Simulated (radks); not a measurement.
Pr LVI, configuration [He] 2s2. All-electron calculation, Dirac Kohn-Sham, PBE, spin-unpolarised, spherical densities, point nucleus. Program: a radial shooting solver on a logarithmic mesh with Libxc functionals.

Spin-orbit splittings of the eigenvalues, e(l+1/2) - e(l-1/2), with zeta = 2 splitting/(2l+1) and mean radii in bohr:

shell,occ.,splitting (eV),zeta (eV),<r> j=l-1/2,<r> j=l+1/2
2p,0,557.6,371.7,0.08065,0.08627
3d,0,46.35,18.54,0.1830,0.1858
